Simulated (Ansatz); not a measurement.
Method: B3LYP-D3(BJ)/def2-TZVP in Ansatz (an electronic-structure program). No frequencies were computed at this level.

Ansatz 0.2 input:
```yaml
crystal:
  periodic: [false, false, false]
  atoms:
    - { symbol: Si, position_ang: [-0.818095, 1.815158, 0.084605] }
    - { symbol: B, position_ang: [-0.026604, 0.012284, 0.025433] }
    - { symbol: Si, position_ang: [-1.071883, -1.537833, -0.601671] }
    - { symbol: Si, position_ang: [1.858258, -0.259263, 0.540812] }
    - { symbol: H, position_ang: [-0.390243, 2.599346, -1.089023] }
    - { symbol: H, position_ang: [-0.425916, 2.615685, 1.258077] }
    - { symbol: H, position_ang: [-2.290413, 1.872653, 0.07202] }
    - { symbol: H, position_ang: [-0.423851, -2.265102, -1.707174] }
    - { symbol: H, position_ang: [-2.431353, -1.247273, -1.09107] }
    - { symbol: H, position_ang: [-1.262613, -2.534533, 0.468184] }
    - { symbol: H, position_ang: [2.066974, -1.403619, 1.445359] }
    - { symbol: H, position_ang: [2.517249, 0.872347, 1.216615] }
    - { symbol: H, position_ang: [2.696908, -0.534779, -0.640664] }
basis:
  gaussian: { orbitals: def2-tzvp }
hamiltonian:
  xc: b3lyp
  dispersion: d3bj
relax:
  max_steps: 150
```

Output:

```
Functional definition: B3LYP
1348 factors; their error is unknown
mean field evaluation 1: about -24455.3493 eV, gradient 2.2e1 eV
mean field evaluation 2: about -24456.1230 eV, gradient 1.6e1 eV
mean field evaluation 4: about -24457.0896 eV, gradient 8.2e-1 eV
mean field evaluation 8: about -24457.1657 eV, gradient 1.4e-1 eV
mean field evaluation 16: about -24457.1657 eV, gradient 8.6e-6 eV
mean field -24457.16569228 eV, -898.7842615290 hartree, gradient 8.6e-6 eV, S^2 0.000000; 0 other end points of the search recorded, 0 dependent functions left out
reference -24457.16603498 eV, -898.7842741229 hartree; 28, 28 occupied and 168, 168 virtual orbitals, 1348 factors
relax step   1: F+E_penalty+E_count = -24457.74473988 eV  Δ(F+E_penalty+E_count) = +0.000e0 eV  max|allowed force component| = 6.962e-1 eV/Å  Δτ_max = 0.0000 Å  (26 SCF iters, accepted)
these checks for a lower state are left out or cut short: starts, cluster_reference, orbital_swaps, neighbouring_geometries, increment
1348 factors; their error is unknown
mean field -24457.26917480 eV, -898.7880644415 hartree, gradient 2.1e-5 eV, S^2 0.000000; 0 other end points of the search recorded, 0 dependent functions left out
reference -24457.26951714 eV, -898.7880770221 hartree; 28, 28 occupied and 168, 168 virtual orbitals, 1348 factors
relax step   2: F+E_penalty+E_count = -24457.85029097 eV  Δ(F+E_penalty+E_count) = -1.056e-1 eV  max|allowed force component| = 1.032e-1 eV/Å  Δτ_max = 0.0820 Å  (29 SCF iters, accepted)
these checks for a lower state are left out or cut short: starts, cluster_reference, orbital_swaps, neighbouring_geometries, increment
1348 factors; their error is unknown
mean field -24457.28349545 eV, -898.7885907156 hartree, gradient 2.1e-5 eV, S^2 0.000000; 0 other end points of the search recorded, 0 dependent functions left out
reference -24457.28383903 eV, -898.7886033420 hartree; 28, 28 occupied and 168, 168 virtual orbitals, 1348 factors
relax step   3: F+E_penalty+E_count = -24457.85948477 eV  Δ(F+E_penalty+E_count) = -9.194e-3 eV  max|allowed force component| = 3.942e-2 eV/Å  Δτ_max = 0.0409 Å  (30 SCF iters, accepted)
these checks for a lower state are left out or cut short: starts, cluster_reference, orbital_swaps, neighbouring_geometries, increment
1348 factors; their error is unknown
mean field evaluation 32: about -24457.2109 eV, gradient 1.7e-3 eV
mean field -24457.28554686 eV, -898.7886661036 hartree, gradient 2.0e-5 eV, S^2 0.000000; 0 other end points of the search recorded, 0 dependent functions left out
reference -24457.28589065 eV, -898.7886787378 hartree; 28, 28 occupied and 168, 168 virtual orbitals, 1348 factors
relax step   4: F+E_penalty+E_count = -24457.86079408 eV  Δ(F+E_penalty+E_count) = -1.309e-3 eV  max|allowed force component| = 2.027e-2 eV/Å  Δτ_max = 0.0180 Å  (30 SCF iters, accepted)
these checks for a lower state are left out or cut short: starts, cluster_reference, orbital_swaps, neighbouring_geometries, increment
1348 factors; their error is unknown
mean field -24457.29081081 eV, -898.7888595501 hartree, gradient 1.9e-5 eV, S^2 0.000000; 0 other end points of the search recorded, 0 dependent functions left out
reference -24457.29115456 eV, -898.7888721829 hartree; 28, 28 occupied and 168, 168 virtual orbitals, 1348 factors
relax step   5: F+E_penalty+E_count = -24457.86745635 eV  Δ(F+E_penalty+E_count) = -6.662e-3 eV  max|allowed force component| = 4.014e-2 eV/Å  Δτ_max = 0.1577 Å  (28 SCF iters, accepted)
these checks for a lower state are left out or cut short: starts, cluster_reference, orbital_swaps, neighbouring_geometries, increment
1348 factors; their error is unknown
mean field -24457.29035679 eV, -898.7888428651 hartree, gradient 1.4e-5 eV, S^2 0.000000; 0 other end points of the search recorded, 0 dependent functions left out
reference -24457.29069936 eV, -898.7888554545 hartree; 28, 28 occupied and 168, 168 virtual orbitals, 1348 factors
relax step   6: F+E_penalty+E_count = -24457.86775587 eV  Δ(F+E_penalty+E_count) = -2.995e-4 eV  max|allowed force component| = 2.492e-1 eV/Å  Δτ_max = 0.1953 Å  (29 SCF iters, accepted)
these checks for a lower state are left out or cut short: starts, cluster_reference, orbital_swaps, neighbouring_geometries, increment
1348 factors; their error is unknown
mean field -24457.29775426 eV, -898.7891147174 hartree, gradient 2.1e-5 eV, S^2 0.000000; 0 other end points of the search recorded, 0 dependent functions left out
reference -24457.29809696 eV, -898.7891273112 hartree; 28, 28 occupied and 168, 168 virtual orbitals, 1348 factors
relax step   7: F+E_penalty+E_count = -24457.87447302 eV  Δ(F+E_penalty+E_count) = -6.717e-3 eV  max|allowed force component| = 8.840e-2 eV/Å  Δτ_max = 0.0331 Å  (30 SCF iters, accepted)
these checks for a lower state are left out or cut short: starts, cluster_reference, orbital_swaps, neighbouring_geometries, increment
1348 factors; their error is unknown
mean field evaluation 64: about -24457.3022 eV, gradient 2.1e-5 eV
mean field -24457.30215029 eV, -898.7892762683 hartree, gradient 2.1e-5 eV, S^2 0.000000; 0 other end points of the search recorded, 0 dependent functions left out
reference -24457.30249237 eV, -898.7892888396 hartree; 28, 28 occupied and 168, 168 virtual orbitals, 1348 factors
relax step   8: F+E_penalty+E_count = -24457.87927626 eV  Δ(F+E_penalty+E_count) = -4.803e-3 eV  max|allowed force component| = 1.494e-2 eV/Å  Δτ_max = 0.1078 Å  (28 SCF iters, accepted)
these checks for a lower state are left out or cut short: starts, cluster_reference, orbital_swaps, neighbouring_geometries, increment
1348 factors; their error is unknown
mean field -24457.30329262 eV, -898.7893182482 hartree, gradient 1.9e-5 eV, S^2 0.000000; 0 other end points of the search recorded, 0 dependent functions left out
reference -24457.30363475 eV, -898.7893308214 hartree; 28, 28 occupied and 168, 168 virtual orbitals, 1348 factors
relax step   9: F+E_penalty+E_count = -24457.88047259 eV  Δ(F+E_penalty+E_count) = -1.196e-3 eV  max|allowed force component| = 1.836e-1 eV/Å  Δτ_max = 0.1951 Å  (27 SCF iters, accepted)
these checks for a lower state are left out or cut short: starts, cluster_reference, orbital_swaps, neighbouring_geometries, increment
1348 factors; their error is unknown
mean field -24457.30605418 eV, -898.7894197335 hartree, gradient 2.1e-5 eV, S^2 0.000000; 0 other end points of the search recorded, 0 dependent functions left out
reference -24457.30639605 eV, -898.7894322973 hartree; 28, 28 occupied and 168, 168 virtual orbitals, 1348 factors
relax step  10: F+E_penalty+E_count = -24457.88300981 eV  Δ(F+E_penalty+E_count) = -2.537e-3 eV  max|allowed force component| = 5.138e-2 eV/Å  Δτ_max = 0.0152 Å  (30 SCF iters, accepted)
these checks for a lower state are left out or cut short: starts, cluster_reference, orbital_swaps, neighbouring_geometries, increment
1348 factors; their error is unknown
mean field -24457.30677470 eV, -898.7894462124 hartree, gradient 2.1e-5 eV, S^2 0.000000; 0 other end points of the search recorded, 0 dependent functions left out
reference -24457.30711666 eV, -898.7894587792 hartree; 28, 28 occupied and 168, 168 virtual orbitals, 1348 factors
relax step  11: F+E_penalty+E_count = -24457.88379439 eV  Δ(F+E_penalty+E_count) = -7.846e-4 eV  max|allowed force component| = 3.716e-3 eV/Å  Δτ_max = 0.0248 Å  (29 SCF iters, accepted)
these checks for a lower state are left out or cut short: starts, cluster_reference, orbital_swaps, neighbouring_geometries, increment
1348 factors; their error is unknown
mean field -24457.30704719 eV, -898.7894562260 hartree, gradient 2.1e-5 eV, S^2 0.000000; 0 other end points of the search recorded, 0 dependent functions left out
reference -24457.30738938 eV, -898.7894688014 hartree; 28, 28 occupied and 168, 168 virtual orbitals, 1348 factors
relax step  12: F+E_penalty+E_count = -24457.88410626 eV  Δ(F+E_penalty+E_count) = -3.119e-4 eV  max|allowed force component| = 8.224e-3 eV/Å  Δτ_max = 0.0406 Å  (28 SCF iters, accepted)
these checks for a lower state are left out or cut short: starts, cluster_reference, orbital_swaps, neighbouring_geometries, increment
1348 factors; their error is unknown
mean field evaluation 96: about -24457.3071 eV, gradient 1.4e-1 eV
mean field -24457.30716343 eV, -898.7894604977 hartree, gradient 2.1e-5 eV, S^2 0.000000; 0 other end points of the search recorded, 0 dependent functions left out
reference -24457.30750583 eV, -898.7894730808 hartree; 28, 28 occupied and 168, 168 virtual orbitals, 1348 factors
relax step  13: F+E_penalty+E_count = -24457.88421008 eV  Δ(F+E_penalty+E_count) = -1.038e-4 eV  max|allowed force component| = 8.230e-3 eV/Å  Δτ_max = 0.0324 Å  (28 SCF iters, accepted)
these checks for a lower state are left out or cut short: starts, cluster_reference, orbital_swaps, neighbouring_geometries, increment
1348 factors; their error is unknown
mean field -24457.30712108 eV, -898.7894589415 hartree, gradient 2.1e-5 eV, S^2 0.000000; 0 other end points of the search recorded, 0 dependent functions left out
reference -24457.30746352 eV, -898.7894715259 hartree; 28, 28 occupied and 168, 168 virtual orbitals, 1348 factors
relax step  14: F+E_penalty+E_count = -24457.88425949 eV  Δ(F+E_penalty+E_count) = -4.942e-5 eV  max|allowed force component| = 5.346e-3 eV/Å  Δτ_max = 0.0149 Å  (29 SCF iters, accepted)
1348 factors; their error is unknown
mean field -24457.30712108 eV, -898.7894589415 hartree, gradient 2.3e-5 eV, S^2 0.000000; 1 other end points of the search recorded, 0 dependent functions left out
reference -24457.30746352 eV, -898.7894715259 hartree; 28, 28 occupied and 168, 168 virtual orbitals, 1348 factors
Total energy: -24457.88460193 eV, -898.8106809714 hartree
Atom 0 at    -0.871795     1.810544     0.168737 Å, force     0.002655     0.000375    -0.001724 eV/Å
Atom 1 at    -0.001356     0.012560     0.049818 Å, force    -0.004036    -0.000728     0.003679 eV/Å
Atom 2 at    -1.067301    -1.546467    -0.612634 Å, force     0.003749     0.003107    -0.001656 eV/Å
Atom 3 at     1.932696    -0.256932     0.490193 Å, force     0.001445    -0.004244    -0.001161 eV/Å
Atom 4 at    -0.504731     2.477766    -1.113312 Å, force     0.000145     0.000243    -0.000790 eV/Å
Atom 5 at    -0.368064     2.650614     1.283596 Å, force    -0.000392     0.000118    -0.000378 eV/Å
Atom 6 at    -2.353238     1.760290     0.245810 Å, force     0.000249     0.000328     0.000600 eV/Å
Atom 7 at    -0.258228    -2.650810    -1.185373 Å, force    -0.001479    -0.001347    -0.001637 eV/Å
Atom 8 at    -2.121392    -1.173562    -1.589174 Å, force    -0.000631    -0.001193     0.001509 eV/Å
Atom 9 at    -1.740890    -2.057933     0.615724 Å, force     0.000515    -0.000752     0.000607 eV/Å
Atom 10 at     2.194010    -1.596608     1.076642 Å, force     0.000409     0.005346    -0.001978 eV/Å
Atom 11 at     2.529699     0.771059     1.378004 Å, force    -0.001786    -0.002426    -0.001354 eV/Å
Atom 12 at     2.629010    -0.195450    -0.826528 Å, force    -0.000842     0.001173     0.004283 eV/Å
Dipole moment:    -0.004357     0.000108     0.020240 e Å
```

Cost: around 4 core-minutes (rough).
